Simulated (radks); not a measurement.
Calculated with a radial shooting solver on a logarithmic mesh with Libxc functionals: non-relativistic Kohn-Sham, LDA (Slater exchange, Perdew-Wang correlation), spin-polarised, spherical densities, point nucleus; open shells are filled with parallel spins first. Response by self-consistent Sternheimer equations with the Hartree and adiabatic LDA kernel. Rank Al5+, Al+, Al4+, Al6+, Al3+, Al2+, Al (NIST ground configurations) by static dipole polarisability, largest first.

Answer. Al 65.71, Al+ 23.48, Al2+ 12.61, Al3+ 0.2834, Al4+ 0.2209, Al5+ 0.1915, Al6+ 0.1885 bohr^3.
